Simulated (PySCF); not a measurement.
## `O1CC[C@H](F)C[C@@H]1F`, C₅H₈F₂O

Geometry:
| atom | x (Å) | y (Å) | z (Å) |
| --- | --- | --- | --- |
| F1 | 0.036 | -0.766 | 1.897 |
| C2 | -0.435 | -0.993 | 0.620 |
| C3 | -1.375 | 0.144 | 0.226 |
| C4 | -0.560 | 1.420 | 0.027 |
| O5 | 0.422 | 1.245 | -0.988 |
| C6 | 1.342 | 0.272 | -0.688 |
| F7 | 2.130 | 0.684 | 0.373 |
| C8 | 0.738 | -1.097 | -0.355 |
| H9 | -0.969 | -1.951 | 0.674 |
| H10 | -1.881 | -0.123 | -0.703 |
| H11 | -2.116 | 0.298 | 1.010 |
| H12 | -1.187 | 2.243 | -0.319 |
| H13 | -0.074 | 1.703 | 0.969 |
| H14 | 2.020 | 0.202 | -1.551 |
| H15 | 1.519 | -1.723 | 0.077 |
| H16 | 0.384 | -1.549 | -1.281 |

Theory: TDDFT LC-wPBE/aug-cc-pVDZ circular dichroism and optical rotation, one conformer, gas phase in PySCF 2.14.0. Geometry: GFN2-xTB.

Task: Draw the ECD and absorption spectra from the lowest 16 states, each a Gaussian of half-width 0.3 eV at 1/e height.

Result: 
| E (eV) | λ (nm) | Δε (L mol⁻¹ cm⁻¹) | ε (L mol⁻¹ cm⁻¹) |
| --- | --- | --- | --- |
| 7.32 | 169 | -0.07 | 9.13 |
| 7.42 | 167 | -0.18 | 24.8 |
| 7.52 | 165 | -0.39 | 54.1 |
| 7.62 | 163 | -0.68 | 94.4 |
| 7.72 | 161 | -0.95 | 133 |
| 7.82 | 158 | -1.10 | 155 |
| 7.92 | 156 | -1.13 | 167 |
| 8.02 | 155 | -1.25 | 212 |
| 8.12 | 153 | -1.79 | 377 |
| 8.22 | 151 | -2.92 | 744 |
| 8.32 | 149 | -4.38 | 1320 |
| 8.42 | 147 | -5.60 | 1970 |
| 8.52 | 145 | -6.18 | 2460 |
| 8.62 | 144 | -6.41 | 2590 |
| 8.72 | 142 | -7.20 | 2360 |
| 8.82 | 141 | -9.28 | 1940 |
| 8.92 | 139 | -12.43 | 1570 |
| 9.02 | 137 | -14.84 | 1430 |
| 9.12 | 136 | -13.26 | 1610 |
| 9.22 | 134 | -4.97 | 2150 |
| 9.32 | 133 | +9.21 | 2940 |
| 9.42 | 132 | +23.93 | 3800 |
| 9.52 | 130 | +32.51 | 4470 |
| 9.62 | 129 | +31.63 | 4700 |

Δε uses R in velocity form, ε uses f in length form. Only the states computed contribute, so the short-wavelength end is incomplete.
